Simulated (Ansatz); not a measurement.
Ansatz results at the PBE0-D4/def2-TZVP geometry: LUMO energy (PBE/def2-TZVPP) -1.78 eV; LUMO energy (PBE0/def2-TZVPP) -0.93 eV; HOMO energy (PBE0/def2-TZVPP) -6.89 eV.

Each molecule was computed in one conformer, which needn't be the lowest.

Problem. Which molecule gave them?
A. `FB([SiH3])[SeH]`
B. `[CH3][AlH][SiH2]S[SiH3]`
C. `[AlH2][SiH2]CS[SiH3]`
D. `C=C=C[O][InH][CH3]`

Solution. C. The others give `FB([SiH3])[SeH]`: -2.36, -1.49, -7.85; `[CH3][AlH][SiH2]S[SiH3]`: -2.18, -1.40, -7.06; `C=C=C[O][InH][CH3]`: -1.75, -0.90, -6.07.
